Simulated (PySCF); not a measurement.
A geometry optimisation on `C[C](=O)[GeH2][SH]`.

Method: PBE0-D3(BJ)/def2-SVP geometry optimisation, gas phase (PySCF 2.14.0). Start geometry: GFN2-xTB. The input is one job of a driver script: a line of settings, then coordinates in Å.

Command:
```bash
OMP_NUM_THREADS=1 python probes_run.py task.json out
```

Input:
```
{"job": {"xc": "PBE0", "basis": "def2-SVP", "d3": "d3bj", "grid": 1, "shake": 0.01, "kind": "geom"}, "charge": 0, "multiplicity": 1}
C     -1.718400    -0.364700     0.034180
C     -0.315510    -0.472440     0.434980
O      0.066530    -1.202130     1.296590
Ge     1.072440     0.683900    -0.560350
S      2.990450     0.267810     0.340540
H     -2.058700     0.693720     0.199510
H     -1.809790    -0.537270    -1.037710
H     -2.357740    -1.017960     0.584390
H      1.042210     0.379790    -2.025170
H      0.686610     2.155130    -0.471740
H      2.440000    -0.611680     1.189120
```

**Question.** Give the output.

**Answer.** 
```
step   0  E = -2629.17817702  max force = 0.034578
step   1  E = -2629.18325714  max force = 0.006474
step   2  E = -2629.18364891  max force = 0.002700
step   3  E = -2629.18364442  max force = 0.002678
step   4  E = -2629.18370178  max force = 0.001208
step   5  E = -2629.18371081  max force = 0.000278
optimisation converged
```

Energies in Eh; «max force» is the largest Cartesian gradient component in Eh/bohr.

**Question.** Give the first gradient maximum in eV/Å.

**Answer.** With 1 Eh/bohr = 51.422 eV/Å, 1.778 eV/Å.

**Question.** How much energy does the optimisation release, in eV?

**Answer.** E(step 0) − E(last step) = 0.005534 Eh, which is 0.151 eV.

Summary of the converged run: final energy -2629.18371 Eh after 5 steps; dipole 3.39 D.

**Question.** Where do the atoms end?

**Answer.** 0.082 Å rms from the input after alignment:
```
atom  x, y, z in Å
C1    -1.6222   -0.2959   -0.0153
C2    -0.1735   -0.3735    0.3688
O3     0.2357   -1.1137    1.2282
Ge4    1.1535    0.8167   -0.5917
S5     3.0487    0.3202    0.4297
H6    -1.9925    0.7280    0.1573
H7    -1.7358   -0.4978   -1.0926
H8    -2.2136   -1.0133    0.5706
H9     1.1800    0.4800   -2.0959
H10    0.7652    2.2993   -0.4233
H11    2.3523   -0.5747    1.1836
```

Hardware: Arm Neoverse V1, one thread, shared host. Cost: 38 s wall, 0.51 GiB resident at most.
Labels such as C1 count atoms from 1, the log's own numbers from 0.
